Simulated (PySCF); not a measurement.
# Working out the excitation energy of B⁺

B⁺ [He] 2s2 (1S) → B⁺ [He] 2p2 (3P). Calculation: PySCF 2.14, in x2c-TZVPPall; scalar relativity by spin-free X2C-1e. Frozen: nothing. Energies in hartree (1 hartree = 27.21139 eV):

| part | B⁺ (lower) | B⁺ (upper) |
| --- | --- | --- |
| UHF | -24.243658 | -23.841043 |
| MP2 opposite-spin | -0.049801 | -0.014851 |
| MP2 same-spin | -0.000262 | -0.007664 |

Q: What does Hartree-Fock give?

A: (-23.841043) − (-24.243658) = 0.402615 hartree = 10.956 eV.

Q: What do MP2 and SCS-MP2 (6/5 opposite-spin, 1/3 same-spin) give?

A: The opposite-spin parts differ by 0.951 eV and the same-spin parts by -0.201 eV. MP2: 10.956 + (0.951) + (-0.201) = 11.706 eV. SCS-MP2: 10.956 + 1.2 × (0.951) + (-0.201)/3 = 12.030 eV.

Measured between the centres of the two terms (NIST): 12.265 eV, so MP2 (valence and next inner shell) is off by -0.559 eV.

What remains against the reference includes basis incompleteness and correlation beyond second order.
